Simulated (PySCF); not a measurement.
C₄H₅, SMILES C#C[CH]C, multiplicity 2. Atoms are numbered in the order given.

```xyz
9

C     -0.2298     1.9815     0.0000
C      0.1520     0.8103     0.0000
C      0.5660    -0.5030     0.0000
C     -0.3666    -1.6745     0.0000
H     -0.5572     3.0035     0.0000
H      1.6445    -0.7012     0.0000
H     -0.1990    -2.3163    -0.8845
H     -0.1990    -2.3163     0.8845
H     -1.4185    -1.3557     0.0000
```
Charge 0, spin multiplicity 2.

The structure is a stationary point at B3LYP-D3(BJ)/def2-SVP.

All values below come from PBE/pcH-1 in PySCF.

Unrestricted Kohn–Sham, ⟨S²⟩ = 0.761. Hyperfine tensors hold the contact and dipolar terms, without spin-orbit corrections.

Computed hyperfine couplings:
```csv
nucleus,A(iso) (MHz),A(iso) (G),dipolar principal values (MHz)
13C no. 1,35.1,12.5,"-42.6, -32.9, 75.5"
13C no. 2,-56.8,-20.3,"-15.3, -3.6, 18.9"
13C no. 3,54.7,19.5,"-59.2, -58.5, 117.7"
13C no. 4,-25.8,-9.2,"-2.1, 0.3, 1.8"
1H no. 5,-38.3,-13.7,"-18.3, -1.5, 19.8"
1H no. 6,-47.5,-16.9,"-26.0, -1.3, 27.3"
1H no. 7,82.4,29.4,"-3.9, -2.6, 6.4"
1H no. 8,82.4,29.4,"-3.9, -2.6, 6.4"
1H no. 9,1.4,0.5,"-2.8, -2.7, 5.4"
```

Problem. And the g tensor (effective nuclear charges for spin-orbit coupling, GIAO)? (The exact figures need the calculation; the answer reports its results.)

Solution. principal values 2.0022, 2.0029, 2.0033; isotropic 2.0028.
